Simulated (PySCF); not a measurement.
C₂H (SMILES [C]#C), doublet, geometry from GFN2-xTB; DF-SVWN5/aug-cc-pVDZ (PySCF).

The PySCF input:
```python
from pyscf import gto, scf, dft
import numpy

mol = gto.M(
    atom='''
C    -0.00000000   -0.00000000   -0.46866096
C     0.00000000    0.00000000    0.72327087
H    -0.00000000   -0.00000000   -1.52765945
''',
    basis='aug-cc-pvdz',
    spin=1,
    verbose=4,
)
print('smallest overlap eigenvalue', numpy.linalg.eigvalsh(mol.intor('int1e_ovlp'))[0])

mf = dft.UKS(mol)
mf.xc = 'lda,vwn'
mf = mf.density_fit(auxbasis='def2-universal-jkfit')
mf.kernel()
```

The log (banner, timings and long lists left out):

```
PySCF version 2.14.0

[INPUT] verbose = 4
[INPUT] num. atoms = 3
[INPUT] num. electrons = 13
[INPUT] charge = 0
[INPUT] spin (= nelec alpha-beta = 2S) = 1
[INPUT] symmetry False subgroup None
[INPUT] Mole.unit = angstrom
[INPUT] Symbol           X                Y                Z      unit          X                Y                Z       unit  Magmom
[INPUT]  1 C      0.000000000000   0.000000000000  -0.468660960000 AA    0.000000000000   0.000000000000  -0.885640859676 Bohr   0.0
[INPUT]  2 C      0.000000000000   0.000000000000   0.723270870000 AA    0.000000000000   0.000000000000   1.366783858176 Bohr   0.0
[INPUT]  3 H      0.000000000000   0.000000000000  -1.527659450000 AA    0.000000000000   0.000000000000  -2.886857972104 Bohr   0.0

nuclear repulsion = 20.3915075636947
number of shells = 21
number of NR pGTOs = 81
number of NR cGTOs = 55
basis = aug-cc-pvdz
ecp = {}
smallest overlap eigenvalue 0.00010880241079148894

******** <class 'pyscf.df.df_jk.DFUKS'> ********
method = DFUKS
initial guess = minao
damping factor = 0
level_shift factor = 0
DIIS = <class 'pyscf.scf.diis.CDIIS'>
diis_start_cycle = 1
diis_space = 8
diis_damp = 0
SCF conv_tol = 1e-09
SCF conv_tol_grad = None
SCF max_cycles = 50
direct_scf = False
number electrons alpha = 7  beta = 6
XC library pyscf.dft.libxc version 7.1.2
    S. Lehtola, C. Steigemann, M. J. T. Oliveira, and M. A. L. Marques,  SoftwareX 7, 1–5 (2018)
XC functionals = lda,vwn
    P. A. M. Dirac,  Math. Proc. Cambridge Philos. Soc. 26, 376 (1930)
    F. Bloch,  Z. Phys. 57, 545 (1929)
    S. H. Vosko, L. Wilk, and M. Nusair,  Can. J. Phys. 58, 1200 (1980)
radial grids:
    Treutler-Ahlrichs [JCP 102, 346 (1995); DOI:10.1063/1.469408] (M4) radial grids

becke partition: Becke, JCP 88, 2547 (1988); DOI:10.1063/1.454033
pruning grids: <function nwchem_prune>
grids dens level: 3
symmetrized grids: False
atomic radii adjust function: <function treutler_atomic_radii_adjust>
small_rho_cutoff = 0
Set gradient conv threshold to 3.16228e-05
tot grids = 38048
init E= -76.0544080458967

cycle= 1 E= -75.8319798233617  delta_E= 0.222  |g|= 0.283  |ddm|= 2.79

cycle= 2 E= -75.5320473100176  delta_E=  0.3  |g|= 0.705  |ddm|= 1.24
cycle= 3 E= -75.8354505184854  delta_E= -0.303  |g|= 0.26  |ddm|= 1.21
cycle= 4 E= -75.8740234223806  delta_E= -0.0386  |g|= 0.0617  |ddm|= 0.254
cycle= 5 E= -75.8764806288574  delta_E= -0.00246  |g|= 0.00739  |ddm|= 0.183
cycle= 6 E= -75.8765106581112  delta_E= -3e-05  |g|= 0.00299  |ddm|= 0.0175
cycle= 7 E= -75.8765175844304  delta_E= -6.93e-06  |g|= 0.000719  |ddm|= 0.00698
cycle= 8 E= -75.8765182457364  delta_E= -6.61e-07  |g|= 0.00011  |ddm|= 0.00209
cycle= 9 E= -75.8765182658128  delta_E= -2.01e-08  |g|= 3.94e-05  |ddm|= 0.000384
cycle= 10 E= -75.8765182668892  delta_E= -1.08e-09  |g|= 2.33e-06  |ddm|= 7.18e-05
cycle= 11 E= -75.8765182668955  delta_E= -6.32e-12  |g|= 5.05e-07  |ddm|= 8.82e-06
Extra cycle  E= -75.8765182668954  delta_E= 5.68e-14  |g|= 6.3e-07  |ddm|= 1.8e-06
converged SCF energy = -75.8765182668954  <S^2> = 0.76824798  2S+1 = 2.0181655
```
